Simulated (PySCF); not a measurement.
Si(H)(NH2)3 (H7N3Si), SMILES N[SiH](N)N.

Geometry: PBE0-D3(BJ)/def2-SVP. One conformer was computed; it need not be the lowest.

All values below come from SMD-B3LYP/def2-SVP (PySCF).

Solvation free energies are E(SMD) − E(gas) at the gas-phase geometry, for 1 M in both phases. In vacuum the dipole moment is 1.22 D.

Computed solvation free energies in water, diethylether, ethylethanoate:
| solvent | ΔG(solv) (kcal/mol) | its non-electrostatic (CDS) part | dipole (D) |
|---|---|---|---|
| water | -2.6 | 4.6 | 1.58 |
| diethylether | -3.1 | 1.7 | 1.45 |
| ethylethanoate | -3.2 | 2.2 | 1.49 |
